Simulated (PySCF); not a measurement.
In(Br)(OH)(OMe) (CH₄BrInO₂), SMILES [In]([OH])([O]C)[Br].

Geometry: PBE0-D3(BJ)/def2-SVP. The structure was generated by enumeration; whether it is a known compound was not checked. The def2 effective core potentials stand for the cores of In; spin–orbit coupling is left out. Other conformers were not sampled.

Two levels are set side by side: PBE/def2-TZVP (PySCF) and HF/def2-TZVP (PySCF). Same geometry, gas phase. Differences are taken from unrounded values.

```
quantity                         HF
---------------------------  ------
orbital gap (eV)              12.48
highest occupied level (eV)  -11.53
lowest empty level (eV)        0.95
dipole moment (D)              1.12
mean polarisability (bohr³)    65.6
```

Problem. What does PBE give, and how far is it from HF? (The exact figures need the calculation; the answer reports its results.)

Solution. 
```
quantity                       PBE  PBE minus HF
---------------------------  -----  ------------
orbital gap (eV)              3.19         -9.29
highest occupied level (eV)  -6.44          5.09
lowest empty level (eV)      -3.25         -4.20
dipole moment (D)             1.14          0.03
mean polarisability (bohr³)   80.4          14.8
```

Without exact exchange PBE keeps part of each electron's self-repulsion, which lifts occupied levels and narrows the gap. PBE's more diffuse valence density responds more strongly to a field. Differences between two approximate levels are no errors against the true value.

Rough cost on one machine, each run with all the roots and properties that it gave: HF against PBE about 1/2.
